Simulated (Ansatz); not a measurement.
Start from `C=[N][AlH][SiH2]Br` and change one atom or group to get `[CH3][AlH][SiH2]Br`.

Ansatz, PBE0-D4/def2-TZVP geometries, multiplicity 1. Each molecule was computed in one conformer, which needn't be the lowest.

Scalar relativity is left out up to krypton.

```
                                          property  `C=[N][AlH][SiH2]Br`
size of the dipole moment (ωB97M-V/def2-TZVPP) / D                  1.83
               HOMO energy (B3LYP/def2-TZVPP) / eV                 -6.78
           HOMO–LUMO gap (ωB97M-V/def2-TZVPP) / eV                  9.52
                 HOMO energy (PBE/def2-TZVPP) / eV                 -5.77
             HOMO energy (ωB97M-V/def2-TZVPP) / eV                 -9.27
             HOMO–LUMO gap (B3LYP/def2-TZVPP) / eV                  5.22
```

What does the change do to each property? (Estimate.)

Ansatz gave: 
| property | `[CH3][AlH][SiH2]Br` | shift |
| --- | --- | --- |
| size of the dipole moment (ωB97M-V/def2-TZVPP) / D | 1.38 | -0.45 |
| HOMO energy (B3LYP/def2-TZVPP) / eV | -7.07 | -0.29 |
| HOMO–LUMO gap (ωB97M-V/def2-TZVPP) / eV | 9.82 | 0.30 |
| HOMO energy (PBE/def2-TZVPP) / eV | -6.21 | -0.44 |
| HOMO energy (ωB97M-V/def2-TZVPP) / eV | -9.25 | 0.02 |
| HOMO–LUMO gap (B3LYP/def2-TZVPP) / eV | 5.68 | 0.46 |

With PBE0 the HOMO falls by 0.28 eV and the LUMO rises by 0.20 eV, so the gap widens by about 0.48 eV. PBE moves the HOMO by -0.44 eV and ωB97M-V by 0.02 eV. Dipoles are sizes alone; their direction can turn.

B3LYP here is the variant with VWN-RPA as its local correlation; programs differ in this.

Spin–orbit coupling is left out; it splits and shifts lone-pair levels of the heavy atoms by tenths of an eV.
